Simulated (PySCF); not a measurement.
CH11NOSi3, SMILES CO[SiH2][SiH2]N[SiH3].

The structure is a stationary point at PBE-D3(BJ)/def2-SVP. This is a generated structure with no PubChem entry under its InChIKey; it may be hypothetical. One conformer was computed; it need not be the lowest.

Calculation: PBE-D3(BJ)/def2-SVP (PySCF).

Frequencies are harmonic and unscaled.

| mode | ν (cm⁻¹) | IR (km/mol) | moving atoms (share of kinetic energy) |
|---|---|---|---|
| 1 | 23 | 0.3 | Si 52 %, H 21 %, C 14 %, N 10 % |
| 2 | 37 | 0.1 | Si 51 %, H 25 %, C 18 % |
| 3 | 55 | 0.0 | H 91 % |
| 4 | 73 | 2.4 | H 24 %, Si 21 %, O 20 %, C 18 %, N 17 % |
| 5 | 78 | 1.1 | H 34 %, O 24 %, N 17 %, Si 14 %, C 10 % |
| 6 | 117 | 0.9 | H 85 %, O 10 % |
| 7 | 159 | 3.9 | Si 44 %, H 17 %, N 17 %, O 15 % |
| 8 | 191 | 0.9 | Si 39 %, H 24 %, N 21 %, C 8 % |
| 9 | 235 | 4.4 | O 27 %, H 25 %, C 22 %, Si 19 % |
| 10 | 355 | 32.7 | H 91 % |
| 11 | 385 | 52.7 | H 89 %, N 9 % |
| 12 | 454 | 2.0 | Si 81 %, H 15 % |
| 13 | 563 | 1.1 | H 63 %, Si 32 % |
| 14 | 596 | 6.4 | H 51 %, Si 36 %, N 12 % |
| 15 | 664 | 1.2 | H 85 %, Si 10 % |
| 16 | 682 | 50.9 | H 83 %, N 9 %, Si 9 % |
| 17 | 694 | 21.5 | H 90 % |
| 18 | 735 | 55.9 | O 41 %, Si 31 %, H 15 %, C 14 % |
| 19 | 757 | 588.1 | H 82 %, Si 12 % |
| 20 | 790 | 172.7 | H 60 %, N 28 %, Si 12 % |
| 21 | 864 | 20.7 | H 79 %, Si 18 % |
| 22 | 886 | 61.3 | H 95 % |
| 23 | 899 | 178.7 | H 78 %, Si 13 %, N 10 % |
| 24 | 918 | 72.3 | H 64 %, N 25 %, Si 11 % |
| 25 | 929 | 79.8 | H 94 % |
| 26 | 932 | 198.1 | H 82 %, N 10 % |
| 27 | 963 | 97.0 | H 89 % |
| 28 | 1109 | 270.6 | O 43 %, C 36 %, H 19 % |
| 29 | 1132 | 0.9 | H 76 %, C 19 % |
| 30 | 1159 | 190.0 | H 70 %, N 24 % |
| 31 | 1164 | 17.4 | H 57 %, C 21 %, O 18 % |
| 32 | 1420 | 2.3 | H 96 % |
| 33 | 1421 | 4.4 | H 97 % |
| 34 | 1423 | 17.6 | H 88 %, C 10 % |
| 35 | 2092 | 115.0 | H 97 % |
| 36 | 2111 | 63.3 | H 97 % |
| 37 | 2117 | 144.7 | H 97 % |
| 38 | 2130 | 201.1 | H 96 % |
| 39 | 2153 | 120.6 | H 97 % |
| 40 | 2167 | 42.8 | H 97 % |
| 41 | 2184 | 109.5 | H 96 % |
| 42 | 2909 | 89.9 | H 97 % |
| 43 | 2976 | 40.7 | H 90 %, C 10 % |
| 44 | 3037 | 29.0 | H 91 %, C 9 % |
| 45 | 3494 | 26.1 | H 93 % |
